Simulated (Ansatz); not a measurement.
System: sum formula H7Si3O2, net charge 0, doublet state. It need not be the lowest isomer of its formula. 
Structure (B3LYP-D3(BJ)/def2-TZVP (Ansatz, a quantum-chemistry and plane-wave program) minimum search):
```xyz
12

Si     0.0305    -1.3018     0.6623
O      1.3760    -0.5200     0.1474
Si     2.0998     0.9204    -0.1733
O     -1.3080    -0.6394    -0.0106
Si    -2.1573     0.7101    -0.4077
H      0.1237    -2.7059     0.1681
H      2.4265     0.9881    -1.6140
H      1.1862     2.0339     0.1763
H      3.3385     1.0285     0.6264
H     -2.3271     1.5726     0.7838
H     -1.4333     1.4660    -1.4551
H     -3.4797     0.2919    -0.9168
```
Charge 0, spin multiplicity 2.

Quantity: atomisation energy (electronic, to ground-state atoms), in eV. Cores are frozen in the correlated levels unless marked. Open shells are spin-unrestricted. Spin-orbit coupling is left out. Non-relativistic unless marked X2C. The coupled-cluster limit lacks core correlation, which all-electron functionals hold. CBS marks a two-point X^-3 extrapolation of the correlation energy; Hartree-Fock from the larger set.

```tsv
level	program	atomisation energy (eV)
HF/6-31G*	Ansatz	30.56
HSE06/def2-TZVPD	Ansatz	41.30
```

### Question
Predict the CCSD(T)/CBS(cc-pV(T+d)Z,cc-pV(Q+d)Z) result (Ansatz).

### Answer
42.59 eV
